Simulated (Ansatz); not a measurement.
C5H11O3Si, doublet (typed; the unrestricted solution is spin-contaminated), geometry from GFN2-xTB; MP2/STO-3G (Ansatz, a quantum-chemistry and plane-wave program).

The Ansatz input:
Ansatz 0.2 input:
```yaml
crystal:
  periodic: [false, false, false]
  atoms:
    - {symbol: C, position_ang: [0.25473358, -2.47061805, -1.61680251]}
    - {symbol: C, position_ang: [0.43458151, -1.47576521, -0.81249238]}
    - {symbol: Si, position_ang: [0.01275147, 0.09278746, 0.08135978]}
    - {symbol: O, position_ang: [1.23086558, 1.15890089, -0.01229605]}
    - {symbol: C, position_ang: [2.52262048, 1.02300604, 0.50528301]}
    - {symbol: O, position_ang: [-0.27218109, -0.21339121, 1.64768540]}
    - {symbol: C, position_ang: [-1.32254073, -0.95640572, 2.19301956]}
    - {symbol: O, position_ang: [-1.30300575, 0.84818837, -0.51421680]}
    - {symbol: C, position_ang: [-1.42236083, 1.49488080, -1.74707950]}
    - {symbol: H, position_ang: [0.99642972, -3.25171015, -1.75398004]}
    - {symbol: H, position_ang: [-0.64169987, -2.61532883, -2.22087272]}
    - {symbol: H, position_ang: [2.48925587, 0.77650130, 1.56758066]}
    - {symbol: H, position_ang: [3.03822725, 1.97398997, 0.36594804]}
    - {symbol: H, position_ang: [3.06434248, 0.23438162, -0.02232683]}
    - {symbol: H, position_ang: [-1.21813836, -2.01275110, 1.93297092]}
    - {symbol: H, position_ang: [-2.28425438, -0.59697246, 1.82354500]}
    - {symbol: H, position_ang: [-1.28174078, -0.84374650, 3.27706891]}
    - {symbol: H, position_ang: [-2.36318200, 2.04684569, -1.74331578]}
    - {symbol: H, position_ang: [-1.43325809, 0.76496654, -2.56101375]}
    - {symbol: H, position_ang: [-0.59213621, 2.18462818, -1.90559112]}
basis:
  gaussian:
    orbitals: STO-3G
magnetization: {spin_polarized: true, initial_magnetization: 1}
correlation: {method: mp2, electrons: outside_noble_gas}
accuracy: high
```

The log (banner, timings and long lists left out):

```
Functional definition: HF
1375 factors; integrals over basis functions are off by at most 5.6e-9 eV
mean field evaluation 1: about -19057.7352 eV, gradient 2.5e1 eV
mean field evaluation 2: about -19058.1310 eV, gradient 2.5e1 eV
mean field evaluation 4: about -19062.4952 eV, gradient 2.1e0 eV
mean field evaluation 8: about -19062.6601 eV, gradient 1.1e0 eV
mean field -19062.85108221 eV, -700.5468560068 hartree, gradient 1.2e-8 eV, S^2 1.087780; 0 other end points of the search recorded, 0 dependent functions left out
13 core orbitals not correlated
reference -19062.85108221 eV, -700.5468560068 hartree; 27, 26 occupied and 20, 21 virtual orbitals, 1375 factors
second order -9.81204001 eV of doubles, -0.00000000 eV of singles
Total energy: -19072.66312223 eV, -700.9074418264 hartree
```
